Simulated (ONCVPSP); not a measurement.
**Which change was made? (In, ONCV)**

- Element: indium (In)
- Generator: ONCVPSP 4.0.1
- Type: optimised norm-conserving Vanderbilt (ONCV)
- Functional: PBEsol
- Relativity: scalar-relativistic
- Frozen core: [Kr] 4d10
- Valence charge: 3
- Reference configuration: 5s1 (charge +2)
- Partial waves: 5s: rc 1.95 bohr, ncon 4, nbas 7, qcut 2.9 1/bohr, 2 projectors, debl 2.8 Ha; p scattering state at 0.12 Ha: rc 1.95 bohr, ncon 4, nbas 8, qcut 3.3 1/bohr, local
- Local potential: the p channel
- Core correction: Teter function, fcfact 5.5, rcfact 1.25

In the p channel the program set the typed energies aside and used 0.050 Ha.

Cutoffs, loose and tight: the cutoffs (Ha) at which the residual kinetic energy of the hardest occupied pseudo-wave falls to 1 and 0.1 mHa per electron. They do not see the model core or the augmentation charge, which bear on the density cutoff. Test errors are all-electron minus pseudo excitation energies from the reference, over the configurations 5s2 5p1; 5s2; 5s2 5p0.5; 5s1 5p2; variants that change the core or the reference have their own tests.

The base gives: outcome: generated, projector energies reset by the program; cutoff, loose: 10 Ha; cutoff, tight: 23 Ha; bound ghosts: none; GHOST(+) flags above zero: s; largest test error (meV): +110.

Q: After one change the result is: outcome: generated, projector energies reset by the program; cutoff, loose: 10 Ha; cutoff, tight: 23 Ha; bound ghosts: none; GHOST(+) flags above zero: s; largest test error (meV): +153. Which change was it?
A. p: rc 1.72
B. p: rc 2.84
C. p: rc 1.56

A: A. The others give: p: rc 1.56 → outcome: failed: ERROR pspot: first pseudo wave function has node, program will stop | p: rc 2.84 → outcome: failed: test_data: rc < rc(lloc) for l = 0. Not allowed..
